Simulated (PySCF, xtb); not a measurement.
C2H6N2Si, SMILES C#C[SiH](N)N. One conformer was computed; it need not be the lowest.

Harmonic wavenumbers (cm⁻¹) from GFN2-xTB (xtb) at its own minimum, in rising order: 108, 135, 160, 179, 239, 291, 308, 489, 523, 620, 652, 674, 682, 698, 785, 826, 866, 933, 1529, 1532, 2178, 2223, 3350, 3476, 3486, 3512, 3521.

### Question
What does r2SCAN-D4/def2-SVP (PySCF 2.14.0) give at its own minimum? (Estimate from the structure and the level; the computed values follow.)

### Answer
125, 159, 216, 260, 333, 362, 379, 403, 442, 594, 708, 716, 753, 772, 815, 889, 897, 957, 1531, 1539, 2126, 2198, 3458, 3573, 3582, 3677, 3688. Paired by order, the mean absolute difference is 64 cm⁻¹ and the zero-point energies are 48.6 and 50.3 kcal/mol.
